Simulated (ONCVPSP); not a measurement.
# Transferability test, ONCV potential for antimony

ONCVPSP 4.0.1 input, shortened (lines: element, Z, core and valence counts, functional; n l f; lmax; l rc ep ncon nbas qcut; lloc lpopt rc5 dvloc0; l nproj debl; icmod fcfact rcfact), LDA (Perdew-Zunger), fully relativistic:

```
  Sb 51.00    6    5        3      upf
    1    0    2.00
    2    0    2.00
    2    1    6.00
    3    0    2.00
    3    1    6.00
    3    2   10.00
    4    0    2.00
    4    1    6.00
    4    2   10.00
    5    0    1.00
    5    1    4.00
    2
    0    1.30    0.00    3    7   10.50
    1    1.40    0.00    4    9   10.10
    2    1.30    0.00    3    7   13.70
    4    5    0.90    4.00
    0    2    2.70
    1    2    2.60
    2    1    0.40
    3    2.25    1.75
```

Open shells are filled in proportion to 2j + 1.

Energies are relative to the spin-unpolarised reference configuration 4s2 4p6 4d10 5s1 5p4; without spin polarisation the order of configurations can differ from experiment.

```csv
valence configuration,charge,ΔE all-electron (eV),error AE − PS (meV)
4s2 4p6 4d10 5s2 5p3,0,-8.181,-0.5
4s2 4p6 4d10 5s2 5p2,+1,0.357,0.0
4s2 4p6 4d10 5s2 5p1,+2,16.631,+0.8
```

Question: What are ΔE and the potential's error for 4s2 4p6 4d9 5s2 5p3?

Answer: ΔE = 32.589 eV all-electron; the error (AE − PS) is +7.0 meV.
